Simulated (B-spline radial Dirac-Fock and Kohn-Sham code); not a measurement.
Method: multi-electron Dirac-Fock with separately optimised hole states, Breit and Lamb-shift corrections added in first order. Computed with an atomic code on a B-spline grid. Two-hole levels are in intermediate coupling, intensities from independent-particle Coulomb rates.

**Question.** These computed lines form the K-LL Auger spectrum of a free neutral atom. Which element, and how are the lines assigned?

```
kinetic energy (eV)  relative intensity
             7679.6                  13
             7832.0                  38
             7864.0                   1
             7877.3                   7
             7891.7                   5
             7990.1                   8
             8022.1                 100
             8044.3                   4
             8058.0                  18
```

**Answer.** Ga ([Ar] 3d10 4s2 4p1). From low to high energy: K-L1L1 ¹S0, K-L1L2 ¹P1, K-L1L2 ³P0, K-L1L3 ³P1, K-L1L3 ³P2, K-L2L2 ¹S0, K-L2L3 ¹D2, K-L3L3 ³P0, K-L3L3 ³P2. The labels give the leading jj configuration and the leading LS term by weight; in heavy atoms the literature often keeps the label of the LS limit instead.
